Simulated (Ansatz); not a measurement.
C$_{3}$H$_{7}$B, SMILES `CB1CC1`, 11 atoms. The species carries charge 0 and has multiplicity 1. All runs use 2 threads of an AMD EPYC 7B13 on a shared host. Correlated methods freeze the cores.

(1) How many basis functions does each run have, and how long does it take in Ansatz? RKS B2PLYP (frozen core)/def2-TZVPP energy; RKS LC-ωPBE/def2-TZVPP energy; RKS CAM-B3LYP-D4/def2-TZVPP energy; RHF-CCSD(T)/def2-TZVPP energy; RKS PBE0-D4/def2-SVP energy; RKS PBE0-D4/def2-QZVPP energy; direct RPA on PBE orbitals/def2-TZVPP energy; RKS PBE0-D4/def2-TZVP relaxation (18 steps); RKS PBE0-D4/def2-TZVP frequencies; RKS r2SCANh-D4/def2-TZVPP energy; RHF-MP2/def2-QZVPP energy; RHF-CCSD(T)/def2-SVP energy. (An estimate is asked.)

Answers

(1) Computed: Other jobs shared the machine, so times are rough.

```tsv
level	job	functions	wall time	peak host memory (GiB)
RKS PBE0-D4/def2-SVP	energy	91	0.9 s	0.39
RKS LC-ωPBE/def2-TZVPP	energy	222	2.3 s	0.39
RKS CAM-B3LYP-D4/def2-TZVPP	energy	222	2.9 s	0.46
RHF-CCSD(T)/def2-SVP	energy	91	3 s	0.39
RKS r2SCANh-D4/def2-TZVPP	energy	222	4.1 s	0.42
direct RPA on PBE orbitals/def2-TZVPP	energy	222	4.5 s	0.5
RKS B2PLYP (frozen core)/def2-TZVPP	energy	222	4.7 s	0.47
RKS PBE0-D4/def2-QZVPP	energy	438	9.5 s	1
RHF-MP2/def2-QZVPP	energy	438	28 s	2.4
RKS PBE0-D4/def2-TZVP	relaxation (18 steps)	166	43 s	0.35
RHF-CCSD(T)/def2-TZVPP	energy	222	68 s	3.6
RKS PBE0-D4/def2-TZVP	frequencies	166	110 s	0.39
```

LC-ωPBE has ω = 0.4 bohr⁻¹.
